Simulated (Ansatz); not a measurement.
Start from `F[SiH]1CC1=S` and change one atom or group to get `S=C1C[SiH2]1`.

Ansatz, PBE0-D4/def2-TZVP geometries, multiplicity 1. 

```tsv
property	`F[SiH]1CC1=S`
zero-point energy (PBE0-D4/def2-TZVP) / kJ/mol	113.7
LUMO energy (B3LYP/def2-TZVPP) / eV	-2.98
HOMO–LUMO gap (B3LYP/def2-TZVPP) / eV	2.98
HOMO–LUMO gap (PBE0/def2-TZVPP) / eV	3.36
HOMO energy (PBE0/def2-TZVPP) / eV	-6.19
LUMO energy (PBE/def2-TZVPP) / eV	-3.70
```

Question: What does the change do to each property? (Estimate.)

Answer: The calculation gave: 
```tsv
property	`S=C1C[SiH2]1`	shift
zero-point energy (PBE0-D4/def2-TZVP) / kJ/mol	126.1	12.4
LUMO energy (B3LYP/def2-TZVPP) / eV	-2.70	0.28
HOMO–LUMO gap (B3LYP/def2-TZVPP) / eV	3.06	0.08
HOMO–LUMO gap (PBE0/def2-TZVPP) / eV	3.43	0.07
HOMO energy (PBE0/def2-TZVPP) / eV	-5.98	0.21
LUMO energy (PBE/def2-TZVPP) / eV	-3.45	0.25
```

With PBE0 the HOMO rises by 0.21 eV and the LUMO rises by 0.28 eV, so the gap widens by about 0.07 eV. PBE moves the HOMO by 0.17 eV and ωB97M-V by 0.21 eV.

B3LYP here is the variant with VWN-RPA as its local correlation; programs differ in this.
